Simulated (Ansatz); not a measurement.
## How methods differ on C2H5InO (SMILES C[C](=O)[InH2])

C2H5InO has 9 atoms, charge 0, and is taken as a singlet. As SMILES, `C[C](=O)[InH2]`. Geometry: optimised at B3LYP/def2-SVP.

Each level gives the adiabatic electron affinity (to the doublet anion, shapes relaxed at B3LYP/def2-SVP, no zero-point term) (eV). The values are calculated.

The electron affinity is E(neutral) − E(anion): positive where the electron is bound.

```tsv
level	kind	program	value (eV)	CPU time (all runs)
HF/def2-SVP (core potential)	Hartree–Fock	Ansatz	0.23	4.3 s
PBE/def2-SVP (core potential)	GGA	Ansatz	0.54	5.8 s
r2SCAN/def2-SVP (core potential)	meta-GGA	Ansatz	0.64	12 s
B3LYP/def2-SVP (core potential)	global hybrid	Ansatz	0.62	7.6 s
wB97M-V/def2-SVP (core potential)	range-separated hybrid	Ansatz	0.52	33 s
MP2/def2-SVP (core potential)	perturbation theory	Ansatz	0.34	4.5 s
```

Spin-orbit coupling, which can split open shells on such heavy atoms by tenths of an eV, is left out. The values span 0.23 to 0.64 eV. In the correlated wave-function rows the outer d shell of In is correlated, in sets not made for it. Times are those of the runs behind each value, whatever else they computed, on shared processors of several kinds: orders of magnitude only.
